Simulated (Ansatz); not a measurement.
CH₁₀BNSi₂ (`CBN([SiH3])[SiH3]`) at its PBE0-D4/def2-TZVP geometry, where that method's forces vanish. Total charge 0; spin multiplicity 1.

```xyz
15

C     2.1064    0.3440    0.7726
B     0.5522    0.3032    0.9335
N    -0.3992   -0.0416   -0.0625
Si   -2.0661    0.0461    0.4787
Si   -0.0956   -0.5280   -1.7133
H     2.4970    0.0871   -0.2124
H     2.4684    1.3445    1.0367
H     2.5633   -0.3267    1.5097
H     0.0912    0.5953    2.0140
H    -2.3220   -0.9246    1.5712
H    -2.9286   -0.2947   -0.6859
H    -2.3999    1.4143    0.9442
H     1.3581   -0.6459   -1.9697
H    -0.6803    0.4672   -2.6498
H    -0.7450   -1.8404   -1.9671
```

(1) What forces (eV/Å) does B3LYP-D4/def2-TZVPP give on these atoms in Ansatz 0.2.0? (Best estimate.)

Answers

(1) The calculation gave: 
```
C1   0.089  0.008  0.007
B2  -0.042  0.039  0.141
N3  -0.001  0.012  0.041
Si4 -0.244  0.007  0.051
Si5  0.078 -0.065 -0.211
H6  -0.009  0.018  0.066
H7   0.001 -0.040 -0.017
H8  -0.002  0.024 -0.036
H9   0.079 -0.028 -0.111
H10  0.011  0.068 -0.074
H11  0.050  0.026  0.091
H12  0.016 -0.097 -0.031
H13 -0.111  0.006  0.011
H14  0.040 -0.069  0.059
H15  0.045  0.089  0.012
```

B3LYP here is the variant with VWN-RPA as its local correlation; programs differ in this.
